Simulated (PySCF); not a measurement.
**Telling isomers of C₇H₈ClP apart by NMR**

No relativistic terms, no solvent, one averaged value for each set of equivalent atoms, one computed conformer. GFN2-xTB structure; σ from GIAO-PBE0/pcSseg-1; PySCF.

References, each an isolated molecule treated in the same way: ¹H, ¹³C vs TMS. Splittings of carbon signals by F and P are missing where no couplings were computed. Where no couplings were computed, multiplicities follow the n + 1 count of equivalent neighbours, and m marks all less simple cases (inequivalent or close neighbours, rings, F or P nearby). Shifts are as computed. Against solution values, carbons near 30 ppm lie about +3 ppm off and those near 130 ppm about +5 ppm; carbons on Cl a further +6 ppm. Of 1211 compounds with measured shifts, 218 miss one by over three times the rms of a fit or turn the order of signals round; such compounds aren't used in these exercises. Carbons bonded to Cl come out too deshielded.

(1) Tabulate the signals of `CPc1ccc(Cl)cc1`, `Cc1ccc(Cl)c(C)p1`, `Cc1cc(Cl)cpc1C` and their relative energies.

(2) What is the quickest way to tell CPc1ccc(Cl)cc1 from Cc1ccc(Cl)c(C)p1?

(3) What is the quickest way to tell Cc1ccc(Cl)c(C)p1 from Cc1cc(Cl)cpc1C?

(4) What is the quickest way to tell CPc1ccc(Cl)cc1 from Cc1cc(Cl)cpc1C?

Results:

(1) 
| SMILES | carbon types | δC | δH | E rel. (kcal/mol) |
| --- | --- | --- | --- | --- |
| CPc1ccc(Cl)cc1 | 2×C 4×CH 1×CH3 | 146.4, 144.9, 138.1, 134.7, 12.8 | 7.64 (m, 2H), 7.52 (m, 2H), 4.18 (m, 1H), 1.39 (m, 3H) | 0.6 |
| Cc1ccc(Cl)c(C)p1 | 3×C 2×CH 2×CH3 | 179.6, 175.6, 147.5, 139.6, 137.5, 27.6, 26.2 | 7.89 (m, 1H), 7.75 (m, 1H), 2.80 (m, 3H), 2.80 (m, 3H) | 0.0 |
| Cc1cc(Cl)cpc1C | 3×C 2×CH 2×CH3 | 175.4, 161.1, 149.6, 147.9, 138.3, 25.5, 25.1 | 8.81 (m, 1H), 7.56 (m, 1H), 2.69 (m, 3H), 2.46 (s, 3H) | 0.2 |

Energies are electronic energies at PBE0/pcSseg-1 on these geometries, without zero-point or thermal terms, each for the one conformer computed, which needn't be the lowest.

(2) Count the carbon signals: 5 against 7. The first has a methyl carbon bonded to P (CH3) at 12.8 ppm, the second a substituted aromatic carbon (C) at 179.6 ppm. Their most deshielded carbons lie at 146.4 and 179.6 ppm.

(3) Both give the same number of carbon signals, with the same numbers of each carbon type, so the positions decide. The first has a substituted aromatic carbon (C) at 179.6 ppm, the second an aromatic CH at 161.1 ppm. Their most deshielded carbons lie at 179.6 and 175.4 ppm. In the proton spectra the most deshielded non-exchanging signals are 7.89 (m, 1H) and 8.81 (m, 1H).

(4) Count the carbon signals: 5 against 7. The first has a methyl carbon bonded to P (CH3) at 12.8 ppm, the second a substituted aromatic carbon (C) at 175.4 ppm. Their most deshielded carbons lie at 146.4 and 175.4 ppm. In the proton spectra the most deshielded non-exchanging signals are 7.64 (m, 2H) and 8.81 (m, 1H).
